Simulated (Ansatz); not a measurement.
`F[SiH2][AlH][Cl]` + `C1O[SiH2]O1` → `[SiH3][AlH][Cl]` + `FC1O[SiH2]O1`  (redistribution)

Calculated with Ansatz (gas phase, PBE0-D4/def2-TZVP geometries, no zero-point term in ΔE). CCSD(T)/CBS adds triple-zeta CCSD(T) − MP2 to the extrapolated MP2 energy (def2 sets, frozen cores). Functionals use def2-TZVPP. HSE06 is defined as in plane-wave codes. Each species was taken in one conformer, which may not be the lowest.

| level | ΔE (eV) |
| --- | --- |
| r2SCAN-D4 | 1.22 |
| B97M-V | 1.23 |
| PBE0 | 1.19 |
| r2SCAN0 | 1.24 |
| HSE06 | 1.19 |
| CAM-B3LYP | 1.30 |
| CCSD/def2-SVP | 0.96 |
| CCSD(T)/def2-SVP | 0.93 |

Task: What does CCSD(T)/CBS give? (Best estimate.)

Result: The calculation gave: +1.36 eV. The listed levels differ from it by -0.14, -0.13, -0.17, -0.12, -0.17, -0.06, -0.40, -0.43 eV.

Largest T1 diagnostic among the species: 0.013.

From BLYP to BHLYP (50 % exact exchange), in def2-TZVPP and without D4, ΔE moves by +0.05 eV. Leaving LDA and LC-ωPBE aside and taking each functional with its dispersion term where it has one, the values, not all of them listed here, spread over 0.20 eV, from PBE-D4 to BHLYP-D4. LDA lies −0.13 eV from PBE without D4. At CCSD(T), def2-SVP lies −0.44 eV from the extrapolated value and def2-TZVPP −0.08 eV.
